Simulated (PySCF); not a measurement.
**AuFS: script and output**

Input:

```python
from pyscf import gto, scf, mp

mol = gto.M(
    atom='Au 0 0 0.1253; S 0 0 -1.9837; F 0 0 2.0396',
    basis='sbkjc',
    ecp={'Au': 'sbkjc', 'S': 'sbkjc', 'F': 'sbkjc'},
    charge=0,
    spin=0,
    verbose=4,
)
mf = scf.RHF(mol)
mf = mf.newton()
mf.kernel()
mp.MP2(mf).kernel()
mf.dip_moment()
print('orbital energies (hartree):', mf.mo_energy[..., max(0, mol.nelec[1]-3):mol.nelec[0]+3].round(4))
```

```bash
$ python input.py
```

Output (some set-up lines removed):

```
PySCF version 2.14.0

[INPUT] Symbol           X                Y                Z      unit          X                Y                Z       unit  Magmom
[INPUT]  1 Au     0.000000000000   0.000000000000   0.125300000000 AA    0.000000000000   0.000000000000   0.236782683408 Bohr   0.0
[INPUT]  2 S      0.000000000000   0.000000000000  -1.983700000000 AA    0.000000000000   0.000000000000  -3.748649713300 Bohr   0.0
[INPUT]  3 F      0.000000000000   0.000000000000   2.039600000000 AA    0.000000000000   0.000000000000   3.854285403663 Bohr   0.0

nuclear repulsion = 70.8940504527947
number of shells = 19
number of NR pGTOs = 85
number of NR cGTOs = 47
basis = sbkjc
ecp = {'Au': 'sbkjc', 'S': 'sbkjc', 'F': 'sbkjc'}

******** <class 'pyscf.soscf.newton_ah.SecondOrderRHF'> ********
method = SecondOrderRHF
initial guess = minao
damping factor = 0
level_shift factor = 0
DIIS = <class 'pyscf.scf.diis.CDIIS'>
SCF conv_tol = 1e-09
SCF max_cycles = 50
******** <class 'pyscf.scf.hf.RHF'> Newton solver flags ********
SCF tol = 1e-09
conv_tol_grad = None
max. SCF cycles = 50
max_cycle_inner = 12
max_stepsize = 0.05
ah_start_tol = 1e+09
ah_level_shift = 0
ah_conv_tol = 1e-12
ah_lindep = 1e-14
ah_start_cycle = 1
ah_max_cycle = 40
ah_grad_trust_region = 2.5
kf_interval = 4
kf_trust_region = 5
canonicalization = True
Set conv_tol_grad to 3.16228e-05
Initial guess from minao.
  HOMO = 0.16626124295157  LUMO = 0.278499090300213  gap/eV = 3.05415
Initial guess E= -150.979413099377  |g|= 5.75397
macro= 0  E= -161.193938110295  delta_E= -10.2145  |g|= 4.29927  3 KF 15 JK
macro= 1  E= -163.708503371879  delta_E= -2.51457  |g|= 2.91363  2 KF 14 JK
macro= 2  E= -166.329974925696  delta_E= -2.62147  |g|= 1.4554  3 KF 15 JK
macro= 3  E= -167.193674829491  delta_E= -0.8637  |g|= 0.126582  3 KF 22 JK
macro= 4  E= -167.297991162223  delta_E= -0.104316  |g|= 0.163111  1 KF 6 JK
macro= 5  E= -168.263436533575  delta_E= -0.965445  |g|= 0.641659  3 KF 15 JK
macro= 6  E= -168.699031858873  delta_E= -0.435595  |g|= 0.421159  3 KF 16 JK
macro= 7  E= -168.789946528499  delta_E= -0.0909147  |g|= 0.143828  3 KF 13 JK
macro= 8  E= -168.818477247276  delta_E= -0.0285307  |g|= 0.205342  2 KF 7 JK
macro= 9  E= -168.832095532953  delta_E= -0.0136183  |g|= 9.18394e-05  6 KF 28 JK
macro= 10  E= -168.8320955346  delta_E= -1.64692e-09  |g|= 3.18097e-05  1 KF 6 JK
macro= 11  E= -168.8320955346  delta_E= 5.68434e-14  |g|= 6.62338e-06  1 KF 2 JK
Canonicalize SCF orbitals
macro X = 12  E=-168.8320955346  |g|= 6.62338e-06  total 32 KF 172 JK
converged SCF energy = -168.8320955346

******** <class 'pyscf.mp.mp2.RMP2'> ********
nocc = 16, nmo = 47
E(RMP2) = -169.176468191599  E_corr = -0.344372656999651
E(SCS-RMP2) = -169.155156053888  E_corr = -0.323060519288185
E_corr(same-spin) = -0.10406154128238
E_corr(oppo-spin) = -0.240311115717271
Dipole moment(X, Y, Z, Debye): -0.00002,  0.00000, -5.28207
orbital energies (hartree): [-0.4891 -0.442  -0.4253 -0.1237  0.0883  0.09  ]
```

In short: E(SCF) = -168.832096 Eh, 12 cycles, E(MP2) − E(SCF) = -0.34437 Eh, μ(SCF) = 5.28 D.

Wall time 2.5 s on one thread of a shared host.
